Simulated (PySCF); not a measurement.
## C²⁺ (carbon, charge +2) across methods

[He] 2s1 2p1, high-spin 3P determinant (an excited configuration). All numbers are calculated (PySCF 2.14, the spin-free X2C one-electron Hamiltonian (Gaussian nucleus), in x2c-QZVPPall (7s4p3d2f1g, 57 functions)).

```json
{"method": "BHandHLYP", "E (hartree)": "-36.3250", "mean ε 1s β (eV)": "-324.56", "mean ε 2s α (eV)": "-45.412", "mean ε 2p α (eV)": "-37.380", "Σ⟨r²⟩ (bohr²)": "4.389", "⟨S²⟩": "2.000"}
{"method": "PBE", "E (hartree)": "-36.2706", "mean ε 1s β (eV)": "-306.32", "mean ε 2s α (eV)": "-41.436", "mean ε 2p α (eV)": "-33.366", "Σ⟨r²⟩ (bohr²)": "4.421", "⟨S²⟩": "2.000"}
{"method": "revPBE", "E (hartree)": "-36.3217", "mean ε 1s β (eV)": "-306.63", "mean ε 2s α (eV)": "-41.453", "mean ε 2p α (eV)": "-33.374", "Σ⟨r²⟩ (bohr²)": "4.418", "⟨S²⟩": "2.000"}
{"method": "HSE06", "E (hartree)": "-36.2878", "mean ε 1s β (eV)": "-314.78", "mean ε 2s α (eV)": "-43.118", "mean ε 2p α (eV)": "-35.072", "Σ⟨r²⟩ (bohr²)": "4.409", "⟨S²⟩": "2.000"}
{"method": "LDA", "E (hartree)": "-35.9350", "mean ε 1s β (eV)": "-303.72", "mean ε 2s α (eV)": "-41.233", "mean ε 2p α (eV)": "-33.043", "Σ⟨r²⟩ (bohr²)": "4.456", "⟨S²⟩": "2.000"}
{"method": "UHF", "E (hartree)": "-36.25256", "mean ε 1s β (eV)": "-341.00", "mean ε 2s α (eV)": "-49.558", "mean ε 2p α (eV)": "-41.429", "Σ⟨r²⟩ (bohr²)": "4.408", "⟨S²⟩": "2.000"}
{"method": "PBE0", "E (hartree)": "-36.2829", "mean ε 1s β (eV)": "-315.19", "mean ε 2s α (eV)": "-43.568", "mean ε 2p α (eV)": "-35.466", "Σ⟨r²⟩ (bohr²)": "4.410", "⟨S²⟩": "2.000"}
{"method": "r2SCAN", "E (hartree)": "-36.3164", "mean ε 1s β (eV)": "-310.18", "mean ε 2s α (eV)": "-42.054", "mean ε 2p α (eV)": "-33.991", "Σ⟨r²⟩ (bohr²)": "4.392", "⟨S²⟩": "2.000"}
```

(1) Estimate the same row for wB97X-V.

## Answers

(1) E (hartree) = -36.3235; mean ε 1s β (eV) = -316.62; mean ε 2s α (eV) = -46.108; mean ε 2p α (eV) = -37.919; Σ⟨r²⟩ (bohr²) = 4.443; ⟨S²⟩ = 2.000.
